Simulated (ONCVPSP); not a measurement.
# Ta ONCV: all-electron and pseudo phase curves

* Element: Ta
* Generator: ONCVPSP 4.0.1
* Type: optimised norm-conserving Vanderbilt (ONCV)
* Functional: LDA (Perdew-Zunger)
* Relativity: scalar-relativistic
* Frozen core: [Kr] 4d10 4f14
* Valence charge: 13
* Reference configuration: 5s2 5p6 5d3 6s2
* Partial waves: 5s+6s: rc 1.95 bohr, ncon 3, nbas 6, qcut 6.3 1/bohr, 2 projectors; 5p: rc 1.85 bohr, ncon 5, nbas 9, qcut 7 1/bohr, local; 5d: rc 2.10 bohr, ncon 4, nbas 7, qcut 5.1 1/bohr, 2 projectors, debl 3.2 Ha
* Local potential: the p channel
* Core correction: Teter function, fcfact 5.25, rcfact 1.35

The phase is arctan(r·R′/R) of the radial function R(r), unwrapped; energies in Ha, scanned from -4 to 5 Ha. A pole is an energy at which the radial function vanishes at the test radius. The pseudo phase is shifted by a multiple of π to meet the all-electron one at the reference energy, and phase errors are pseudo minus all-electron; the curves can meet again beyond the range given. Levels narrower than the energy grid can be missing from the lists of poles.

Question: For each channel, where are the poles, and over which energies does the pseudopotential scatter like the atom?

Answer:

| channel | radius (bohr) | reference energy (Ha) | poles, all-electron | poles, pseudo | unbroken range about the reference energy with phases within 0.05 rad | phase error 1 Ha above the reference energy (rad) |
| --- | --- | --- | --- | --- | --- | --- |
| s | 1.98 | -0.21 | -2.51, 4.03 | -2.51, 4.45 | the whole range | +0.008 |
| p | 1.88 | -1.45 | -0.89 | -0.90, 4.97 | below 0.4 | -0.011 |
| d | 2.13 | -0.14 | 0.72 | 0.72 | the whole range | +0.000 |

Phases in the d channel:

```csv
E (Ha),all-electron,pseudo
-3.98,1.362,1.362
-3.50,1.343,1.343
-3.02,1.318,1.319
-2.54,1.284,1.284
-2.06,1.232,1.232
-1.58,1.143,1.143
-1.10,0.943,0.943
-0.62,0.244,0.244
-0.14,-1.035,-1.035
0.34,-1.435,-1.435
0.82,-1.598,-1.597
1.30,-1.716,-1.716
1.78,-1.861,-1.860
2.26,-2.155,-2.153
2.74,-3.116,-3.115
3.22,-4.112,-4.112
3.70,-4.406,-4.405
4.18,-4.527,-4.526
4.66,-4.595,-4.594
```
